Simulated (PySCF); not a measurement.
formaldehyde (CH$_{2}$O), singlet, geometry from GFN2-xTB, with bond 4-2 at 1.6 times its length. Base run: R2SCAN/def2-SVP run with PySCF.

The PySCF input:
```python
from pyscf import gto, scf, dft

mol = gto.M(
    atom='''
O    -0.032196    0.016113    0.669787
C     0.025023   -0.012524   -0.520575
H     0.029493    0.899659   -1.140880
H     0.109679   -1.517962   -1.438011
''',
    basis='def2-svp',
    charge=0,
    spin=0,
    verbose=4,
)

mf = dft.RKS(mol)
mf.xc = 'r2scan'
mf.kernel()
```

Each row names what was changed in the base input (with any setting that the change needs).

```
change                                       ΔE vs base (µEh)  SCF cycles
-------------------------------------------  ----------------  ----------
base                                                      0.0          10
init_guess = huckel                                       0.0          11
conv_tol = 1e-12                                          0.0          11
solver = newton; init_guess = 1e                          0.0           -
damp = 0.5; diis_start_cycle = 5                          0.0          14
conv_tol = 1e-11                                          0.0          11
DIIS = ADIIS                                              0.0          19
conv_tol = 1e-6                                           0.0           8
init_guess = vsap                                         0.0          11
level_shift = 0.3 (with mf.max_cycle = 100)               0.0          15
init_guess = sap                                          0.0          10
solver = newton                                           0.0           -
init_guess = 1e                                           0.0          14
```
